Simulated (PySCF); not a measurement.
**How methods differ on the electron affinity of Rh**

Rh⁻ [Kr] 4d8 5s2 (3F) → Rh [Kr] 4d8 5s1 (4F), as a difference of total energies. All numbers are calculated (PySCF 2.14, scalar relativity by spin-free X2C-1e, in aug-cc-pVTZ-DK (9s8p6d3f2g, 102 functions)). Correlated levels: valence: [Kr] frozen. The calculations carry no spin-orbit coupling.

```json
{"method": "UHF", "electron affinity (eV)": "-0.068", "error (eV)": "-1.211"}
{"method": "LDA", "electron affinity (eV)": "1.388", "error (eV)": "+0.245"}
{"method": "PBE", "electron affinity (eV)": "1.129", "error (eV)": "-0.014"}
{"method": "PBE0", "electron affinity (eV)": "0.907", "error (eV)": "-0.236"}
{"method": "r2SCAN", "electron affinity (eV)": "1.005", "error (eV)": "-0.138"}
{"method": "wB97X", "electron affinity (eV)": "1.268", "error (eV)": "+0.125"}
{"method": "r2SCANh", "electron affinity (eV)": "0.954", "error (eV)": "-0.189"}
{"method": "B3LYP", "electron affinity (eV)": "1.169", "error (eV)": "+0.026"}
{"method": "MP2 (valence)", "electron affinity (eV)": "0.756", "error (eV)": "-0.387"}
{"method": "SCS-MP2 (valence)", "electron affinity (eV)": "0.832", "error (eV)": "-0.311"}
```

Reference: 1.143 eV (measured; photodetachment measurements, as compiled on the Wikipedia data page of electron affinities).

Errors of the correlated levels include the incompleteness of this basis and the frozen core.

A negative affinity means that the anion lies above the atom at that level of theory.

In the anion the highest occupied orbital energy is positive at LDA, PBE, PBE0, r2SCAN, r2SCANh, B3LYP, a self-interaction effect; the basis confines that electron, and the energy difference can still be sensible.
